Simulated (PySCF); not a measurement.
Several molecules and their computed UV-vis stick spectra, shuffled. Level of theory: PySCF 2.14.0, density-fitted response routines, TDDFT B3LYP/def2-SVPD, vertical, gas phase, core orbitals frozen in the response. Geometries: PBE0-D3(BJ)/def2-SVP; one conformer of each isolated species. Triplets are in the Tamm–Dancoff approximation. Atoms past krypton carry core potentials; spin–orbit coupling is left out.

A. 2-bromo-1,1-difluoroethane, `C(Br)C(F)F`
B. SiCl3(SiMe3), `Cl[Si](Cl)(Cl)[Si](C)(C)C`
C. BiMe3, `[Bi]([CH3])([CH3])[CH3]`

Lowest singlet levels (six at most, fewer where fewer were computed) with oscillator strengths:

1. 6.43 eV (f 0.132); 6.59 eV (f 0.058); 6.61 eV (f 0.058); 7.07 eV (f 0.007); 7.19 eV (f 0.000); 7.42 eV (f 0.005); T1 5.79 eV
2. 6.07 eV (f 0.002); 6.17 eV (f 0.002); 7.53 eV (f 0.043); 7.64 eV (f 0.064); 8.08 eV (f 0.004); 8.18 eV (f 0.022); T1 5.42 eV
3. 5.57 eV (f 0.211 summed over 2 states); 5.86 eV (f 0.099); 6.25 eV (f 0.083); 6.34 eV (f 0.000); 6.59 eV (f 0.124 summed over 2 states); 6.97 eV (f 0.345); T1 4.76 eV

Task: Which spectrum belongs to which structure?

Result: 1 = B, 2 = A, 3 = C.
- A: S1 at 6.07 eV, HOMO→LUMO (99%); Löwdin shares by element: HOMO bromine 84%, carbon 11% or more; LUMO bromine 58%, carbon 30%, fluorine 4% or more; HOMO -8.18 and LUMO -0.88 eV.
- B: S1 at 6.43 eV, HOMO→LUMO (97%); Löwdin shares by element: HOMO silicon 41%, chlorine 26% or more (atoms not listed hold the other 33%); LUMO chlorine 63%, silicon 22% or more (atoms not listed hold the other 16%); HOMO -7.81 and LUMO -0.53 eV.
- C: S1 at 5.57 eV, HOMO→LUMO/LUMO+1 (≥92%); Löwdin shares by element: HOMO bismuth 53%, carbon 37%; LUMO (one of a set within 0.03 eV) bismuth 48%, carbon 27% or more (atoms not listed hold the other 25%); HOMO -6.44 and LUMO -0.17 eV.

A slash joins orbitals within 0.01 eV of each other, whose weights are summed (≥ marks a lower bound).
